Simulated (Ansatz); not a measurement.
Consider the cleavage of the B–Sb bond: `[BH2][SbH][CH3]` + `CNBN` → `BNBNC` + `[CH3][SbH2]`.

Isolated molecules relaxed with PBE0-D4/def2-TZVP in Ansatz; ΔE leaves out vibrations. CCSD(T)/CBS is the MP2 limit (def2-TZVPP, def2-QZVPP) plus CCSD(T) − MP2 in def2-TZVPP, frozen cores. DFT in def2-TZVPP. B3LYP here is the variant with VWN-RPA as its local correlation; programs differ in this. HSE06 is defined as in plane-wave codes. def2 core potentials past Kr. For Sb outer-core shells are correlated without core-valence functions, which leaves a few kJ/mol of doubt a bond. Each species was taken in one conformer, which may not be the lowest.

`[BH2][SbH][CH3]`:

```xyz
9

B    -1.811    0.249    0.327
Sb    0.137   -0.291    1.186
C     1.428    0.210   -0.473
H    -1.923    1.242   -0.329
H    -2.789   -0.366    0.631
H     0.013   -1.964    0.884
H     1.118   -0.302   -1.381
H     2.451   -0.067   -0.222
H     1.375    1.288   -0.623
```

`CNBN`:

```xyz
11

C     0.333   -1.365    1.018
N    -0.352   -0.363    0.242
B     0.262    0.678   -0.478
N    -0.467    1.632   -1.221
H     0.050   -1.335    2.076
H     0.141   -2.379    0.647
H     1.407   -1.188    0.957
H    -1.355   -0.455    0.244
H     1.460    0.758   -0.459
H    -1.469    1.650   -1.299
H    -0.011    2.367   -1.728
```

`BNBNC`:

Cartesian coordinates in Å:
```
B -1.833 -0.571 -0.251
N -0.656 -1.020 -0.866
B 0.743 -0.887 -0.502
N 1.283 0.155 0.249
C 0.666 1.359 0.757
H -1.785 0.108 0.731
H -2.890 -0.901 -0.712
H -0.799 -1.663 -1.632
H 1.505 -1.727 -0.894
H 2.263 0.080 0.463
H 0.283 1.236 1.775
H 1.389 2.178 0.761
H -0.170 1.651 0.122
```

`[CH3][SbH2]`:

Cartesian coordinates in Å:
```
C -0.825 0.283 -0.025
Sb 0.982 -0.669 -0.733
H -1.085 1.091 -0.708
H -1.630 -0.452 -0.025
H -0.690 0.679 0.979
H 1.246 -1.531 0.721
H 2.004 0.599 -0.209
```

**Question.** Is it downhill or uphill in electronic energy at CCSD(T)/CBS, and by how much? (Estimate.)

**Answer.** Computed: Downhill: ΔE = -112.4 kJ/mol.

**Question.** What do these levels give: revPBE-D4, r2SCANh-D4, r2SCAN0-D4, PBE, r2SCAN, B3LYP, r2SCAN0, HSE06, HF/def2-SVP, CCSD/def2-TZVPP, CCSD(T)/def2-TZVPP, CCSD/CBS(def2)? (An estimate is asked.)

**Answer.** Computed: revPBE-D4 -114.3, r2SCANh-D4 -114.7, r2SCAN0-D4 -114.3, PBE -111.4, r2SCAN -114.3, B3LYP -117.7, r2SCAN0 -113.7, HSE06 -111.0, HF/def2-SVP -123.6, CCSD/def2-TZVPP -115.5, CCSD(T)/def2-TZVPP -116.3, CCSD/CBS(def2) -111.6 kJ/mol.

Largest T1 diagnostic among the species: 0.015.

At CCSD(T), def2-SVP lies −22.3 kJ/mol from the extrapolated value and def2-TZVPP −3.9 kJ/mol. Leaving LDA and LC-ωPBE aside and taking each functional with its dispersion term where it has one, the values, not all of them listed here, spread over 11.8 kJ/mol, from CAM-B3LYP-D4 to PBE-QIDH. LDA lies −11.3 kJ/mol from PBE without D4.
